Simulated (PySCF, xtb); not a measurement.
CH7FOSi2, SMILES OC[SiH2][SiH2]F. Other conformers were not sampled.

Harmonic wavenumbers (cm⁻¹) from GFN2-xTB run with xtb at its own minimum, in rising order: 28, 53, 114, 156, 259, 331, 367, 455, 467, 573, 593, 639, 710, 730, 771, 787, 795, 817, 1046, 1104, 1267, 1322, 1478, 2142, 2205, 2262, 2285, 2909, 2984, 3567.

Task: What does PBE0-D3(BJ)/def2-SVP run with PySCF 2.14.0 give at its own minimum? (Estimate from the structure and the level; the computed values follow.)

Result: 64, 77, 130, 176, 266, 354, 387, 451, 523, 628, 665, 755, 761, 841, 855, 908, 929, 942, 1078, 1139, 1276, 1369, 1451, 2204, 2224, 2237, 2247, 3038, 3120, 3876. Paired by order, the mean absolute difference is 65 cm⁻¹ and the zero-point energies are 47.5 and 50.0 kcal/mol.
